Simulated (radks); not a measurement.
The numbers below are computed, except where a source is named.
Task: Ionisation of neutral ytterbium, [Xe] 4f14 6s2, to Yb+, [Xe] 4f14 6s1, under several functionals. Dirac Kohn-Sham, spin-unpolarised, spherical densities, finite nucleus; a radial shooting solver on a logarithmic mesh with Libxc functionals. Known Delta-SCF values: SOGGA 6.436 eV. What does RPBE give, and what is its highest occupied eigenvalue?

Result: 6.427 eV by Delta-SCF; the 4f7/2 eigenvalue is -2.422 eV. NIST: 6.254 eV (measured).

Beside tabulated values, note that spin-unpolarised runs miss the spin-polarisation part of the exchange energy of open shells.
